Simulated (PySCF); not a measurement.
## Ta (tantalum, neutral) across methods

[Xe] 4f14 5d3 6s2, high-spin 4F determinant. Computed with PySCF 2.14 in aug-cc-pwCVTZ-PP with ECP60MDF (8s8p7d4f3g, 122 functions), with scalar relativity through the core potential. The B2PLYP total includes its PT2 part (frozen core); its orbital energies are those of the SCF part.

```csv
method,E (hartree),mean ε 6s α (eV),mean ε 5d α (eV),mean ε 6s β (eV),Σ⟨r²⟩ (bohr²),⟨S²⟩
B2PLYP,-57.1162,-6.750,-6.709,-5.603,59.04,3.760
B97-3,-57.3084,-6.258,-5.636,-5.132,58.63,3.759
PBE,-57.3152,-5.723,-4.480,-4.598,58.51,3.757
LC-wPBE,-57.2921,-8.303,-8.181,-7.000,57.99,3.761
UHF,-56.74577,-7.736,-8.948,-5.932,60.57,3.779
r2SCAN,-57.3155,-5.948,-4.931,-4.626,58.70,3.775
PBE0,-57.2791,-6.366,-5.675,-5.176,58.38,3.758
```

(1) Estimate the same row for LDA.

Energies and moments cover only the electrons outside the core potential. Spin-orbit coupling, absent here, splits the open shell strongly.

## Answers

(1) E (hartree) = -57.1518; mean ε 6s α (eV) = -5.922; mean ε 5d α (eV) = -4.459; mean ε 6s β (eV) = -4.876; Σ⟨r²⟩ (bohr²) = 58.39; ⟨S²⟩ = 3.756.
